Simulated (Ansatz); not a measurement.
Total energies of Li₄Al₂ from Ansatz at PBE-D4/def2-TZVPD, gas phase (1 Eh = 27.2114 eV = 2625.5 kJ/mol). The reference geometry is relaxed at r2SCAN-D4/def2-TZVP.

Cartesian coordinates in Å:
```
Al -0.501 0.143 0.623
Al 1.854 0.597 -0.018
Li -0.233 1.821 -1.334
Li 1.543 -1.397 1.636
Li 0.509 -1.314 -1.425
Li -3.171 0.150 0.518
```

```tsv
state	geometry	energy (Eh)
charge 0 singlet	reference	-514.60244
charge -1 doublet	reference	-514.62762
charge -1 doublet	relaxed at r2SCAN-D4/def2-TZVPD	-514.63322
free Al atom (doublet)	–	-242.22767
free Li atom (doublet)	–	-7.46192
```

**Question.** Work out the vertical electron affinity, to the doublet.

**Answer.** E(charge 0 singlet) − E(charge -1 doublet) = -514.60244 − (-514.62762) = 0.02518 Eh = 0.69 eV.

**Question.** How much does the charge -1 doublet relax, and what is the adiabatic electron affinity?

**Answer.** Relaxation: -514.62762 − (-514.63322) = 0.00560 Eh = 0.15 eV. Adiabatic electron affinity: 0.03078 Eh = 0.84 eV, without zero-point energy. Bonds change on the way (0 lost, 1 formed), so the relaxed form is another species. 

**Question.** What is the binding energy per atom against free atoms?

**Answer.** Atoms: 2 × (-242.22767) + 4 × (-7.46192) = -514.30302 Eh. Binding: -514.30302 − (-514.60244) = 0.29942 Eh = 8.15 eV, or 1.36 eV for each of 6 atoms (no zero-point energy, no counterpoise term).

The restricted singlet is unstable towards broken spin symmetry in Hartree–Fock (as tested in another run); at PBE-D4/def2-TZVPD this wasn't settled. At PBE-D4/def2-TZVPD the charge -1 doublet is spin-contaminated (final ⟨S²⟩ up to 0.85, 0.75 for a pure state). At PBE-D4/def2-TZVPD the highest occupied level of the charge -1 doublet lies above zero (up to 0.56 eV). By energy differences its removal costs 0.69 eV (vertical, to the charge 0 singlet, at PBE-D4/def2-TZVPD); a positive level beside a positive removal energy at the same level points to self-interaction error. At PBE-D4/def2-TZVPD the highest occupied level of the relaxed charge -1 doublet lies above zero (up to 0.53 eV). By energy differences its removal costs 0.84 eV (each at its own geometry, to the charge 0 singlet, at PBE-D4/def2-TZVPD); the vertical value is larger still, so the positive level points to self-interaction error. 

The structure comes from a short search, and lower isomers may exist.
